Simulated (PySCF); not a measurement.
Electron correlation in Si³⁺ (silicon, charge +3)

[Ne] 3s1, 2S determinant. Computed with PySCF 2.14 in aug-cc-pCVTZ-DK, with the spin-free X2C one-electron Hamiltonian (Gaussian nucleus). Frozen: 1s2; 9 electrons correlated.

```tsv
level	correlation energy (mhartree)
CCSD	-281.68
(T)	-1.63
CCSD(T)	-283.31
```

Diagnostics: T1 = 0.0022, D1 = 0.0078, largest double amplitude 0.011.

Cost of the coupled-cluster step: of the order of 19 core-seconds, for 9 correlated electrons.
